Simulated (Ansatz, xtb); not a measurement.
# Two isomers of CH3FTe

Structure a: `FC[TeH]`, a singlet. Structure b: `C[Te]F`, a singlet. Both are isolated molecules in the gas phase, relaxed with BLYP-D3(BJ)/def2-SVP; each stands in its lowest conformer found.

Quicker runs give these differences E(b) − E(a): GFN2-xTB −16.5 kcal/mol; HF/STO-3G +10.0 kcal/mol (at GFN2-xTB geometries); r2SCAN-D4/def2-SVP −4.8 kcal/mol (at GFN2-xTB geometries).

**Question.** Estimate E(b) − E(a) at the level CCSD(T)/def2-TZVPP.

**Answer.** Calculated at CCSD(T)/def2-TZVPP: E(b) − E(a) = −8.7 kcal/mol, so structure b lies lower.

The same difference at several levels:

```csv
level,geometry,E(b) − E(a) (kcal/mol),departure from the last row (kcal/mol),"job, with rough time for the two"
GFN2-xTB,GFN2-xTB,−16.5,−7.9,"optimisation, 0.71 s"
HF/STO-3G,GFN2-xTB,+10.0,+18.6,"single point, 1.8 s"
r2SCAN-D4/def2-SVP,GFN2-xTB,−4.8,+3.8,"single point, 6.6 s"
BLYP-D3(BJ)/def2-SVP,BLYP-D3(BJ)/def2-SVP,−6.4,+2.2,"optimisation, 66 s"
HF/def2-TZVPP,BLYP-D3(BJ)/def2-SVP,−8.2,+0.5,part of the CCSD(T) run
MP2/def2-TZVPP,BLYP-D3(BJ)/def2-SVP,−9.3,−0.6,part of the CCSD(T) run
CCSD(T)/def2-TZVPP,BLYP-D3(BJ)/def2-SVP,−8.7,,"single point, 5.2 min"
```

As drawn, b has 1 F–Te, 1 C–H in place of 1 C–F, 1 Te–H.

HF/STO-3G puts the two in the other order. The largest departure from CCSD(T)/def2-TZVPP is that of HF/STO-3G, 18.6 kcal/mol.

With harmonic frequencies from BLYP-D3(BJ)/def2-SVP (ideal gas, rigid rotor, one conformer each, 298.15 K, 1 atm): on the last row, ΔE + ΔZPE = −7.6 kcal/mol. A mode under 50 cm⁻¹ makes harmonic enthalpies and free energies unreliable, so none is given.

The correlated steps freeze 6 core orbitals; the filled d shell of Te is correlated, in a basis made for valence electrons. Atoms past krypton carry core potentials in the def2 sets, other sets are all-electron and non-relativistic, and no spin–orbit term is included. Programs: Ansatz 0.2.0, xtb 6.7.1; the last row on 1 thread of AMD EPYC (Zen 3) on a shared host.
